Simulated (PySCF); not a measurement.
PySCF input (M06-2X/6-31G* (5d)):

```python
from pyscf import gto, dft

mol = gto.M(
    atom='''
    C     1.16415300   -0.10205900   -0.42726900
    N     0.63102200   -1.23167200   -0.50521300
    C    -0.68143400   -1.22628900   -0.04902400
    C    -1.11007100   -0.01240300    0.38189900
    S     0.16744200    1.15930900    0.21161000
    H    -1.25680100   -2.13868300   -0.06180400
    H    -2.07530700    0.25594100    0.77889400
    ''',
    basis='6-31g*',
    charge=0,
    spin=1,
    verbose=4,
)

mf = dft.UKS(mol, xc='m062x')
mf.grids.level = 4
mf.conv_tol = 1e-9
mf.max_cycle = 100
mf.max_memory = 1500
mf.kernel()
if not mf.converged:
    mf = mf.newton()
    mf.kernel(mf.make_rdm1())
mo, _, stable, _ = mf.stability(return_status=True)
if not stable:
    mf.kernel(mf.make_rdm1(mo, mf.mo_occ))
    stable = mf.stability(return_status=True)[2]
mf.dip_moment()
```

From the output:

```
  HOMO = -0.309236090906  LUMO = -0.0668129626734  gap/eV = 6.59667
cycle= 10 E= -568.247691590392  delta_E= -9.32e-07  |g|= 0.00019  |ddm|= 0.00272
  alpha nocc = 22  HOMO = -0.312080312979407  LUMO = 0.0239695626866365
  beta  nocc = 21  HOMO = -0.309251816991074  LUMO = -0.0668398963621857
  HOMO = -0.309251816991  LUMO = -0.0668398963622  gap/eV = 6.59636
cycle= 11 E= -568.247691657294  delta_E= -6.69e-08  |g|= 8.82e-05  |ddm|= 0.000627
  alpha nocc = 22  HOMO = -0.312068560589189  LUMO = 0.0239758648496369
  beta  nocc = 21  HOMO = -0.309245499580307  LUMO = -0.0668271860217637
  HOMO = -0.30924549958  LUMO = -0.0668271860218  gap/eV = 6.59654
cycle= 12 E= -568.247691667013  delta_E= -9.72e-09  |g|= 5.56e-05  |ddm|= 0.000214
  alpha nocc = 22  HOMO = -0.312069694850647  LUMO = 0.0239760220416247
  beta  nocc = 21  HOMO = -0.309243611210851  LUMO = -0.0668342167897693
  HOMO = -0.309243611211  LUMO = -0.0668342167898  gap/eV = 6.59630
cycle= 13 E= -568.247691670433  delta_E= -3.42e-09  |g|= 3.07e-05  |ddm|= 0.000136
  alpha nocc = 22  HOMO = -0.312069146814565  LUMO = 0.0239777376065593
  beta  nocc = 21  HOMO = -0.309240793981528  LUMO = -0.0668293898756076
  HOMO = -0.309240793982  LUMO = -0.0668293898756  gap/eV = 6.59635
cycle= 14 E= -568.247691671942  delta_E= -1.51e-09  |g|= 1.97e-05  |ddm|= 8.64e-05
  alpha nocc = 22  HOMO = -0.312071043971031  LUMO = 0.0239766949487161
  beta  nocc = 21  HOMO = -0.309242330550299  LUMO = -0.0668323342677399
  HOMO = -0.30924233055  LUMO = -0.0668323342677  gap/eV = 6.59631
cycle= 15 E= -568.2476916724  delta_E= -4.57e-10  |g|= 9.68e-06  |ddm|= 4.32e-05
  alpha nocc = 22  HOMO = -0.312069665811339  LUMO = 0.0239771716385748
  beta  nocc = 21  HOMO = -0.309241518022216  LUMO = -0.0668300949573628
  HOMO = -0.309241518022  LUMO = -0.0668300949574  gap/eV = 6.59635
Extra cycle  E= -568.247691672458  delta_E= -5.78e-11  |g|= 1.13e-05  |ddm|= 2.33e-05
converged SCF energy = -568.247691672458  <S^2> = 0.75815927  2S+1 = 2.0081427
uhf_internal: lowest eigs of H = [0.16817134 0.21806464 0.26496135]
<class 'pyscf.dft.uks.UKS'> wavefunction is stable in the internal stability analysis
Dipole moment(X, Y, Z, Debye): -1.89290,  0.67769,  0.81376
```

The geometry given is a B3LYP-D3(BJ)/def2-TZVP minimum.
